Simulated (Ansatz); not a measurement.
Sn₅⁻. The state is a doublet with charge -1. Geometry PBE-D4/def2-SVPD; atoms count from 1.

```xyz
5

Sn    0.391   -1.190   -1.156
Sn   -1.669   -1.461    0.829
Sn    0.868    0.000    1.658
Sn   -1.289    1.292   -0.397
Sn    1.698    1.359   -0.933
```

In the def2 sets Sn takes a core potential; there is no spin–orbit coupling. The structure comes from a short search, and lower isomers may exist.

Q: Estimate the Mulliken populations from the PBE0/def2-TZVPD orbitals of Ansatz.

A: 
```csv
atom,charge (e),spin (α − β)
Sn1,-0.22,0.18
Sn2,-0.21,-0.05
Sn3,-0.18,0.47
Sn4,-0.18,0.46
Sn5,-0.21,-0.05
```
Mulliken values and Mayer orders depend strongly on the basis. With diffuse functions, as here, like atoms can get unlike values, and bond orders can come out too low or too high.

Q: Where does the spin sit?

A: Summed by element: Sn 1.00, of 1 unpaired in all. Largest on single atoms: Sn3 0.47, Sn4 0.46, Sn1 0.18.

Q: And the Mayer bond orders between bonded heavy atoms (over 0.3)?

A: Sn1–Sn2 0.81 (2.87 Å); Sn1–Sn3 0.66 (3.09 Å); Sn1–Sn4 0.66 (3.09 Å); Sn1–Sn5 0.81 (2.87 Å); Sn2–Sn3 0.71 (3.04 Å); Sn2–Sn4 0.71 (3.04 Å); Sn3–Sn4 0.48 (3.25 Å); Sn3–Sn5 0.71 (3.04 Å); Sn4–Sn5 0.72 (3.04 Å). Values over 0.3 also appear between atoms too far apart for a bond (Sn2–Sn5 0.40 at 4.73 Å); they arise where an orbital or an unpaired electron spreads over both atoms.
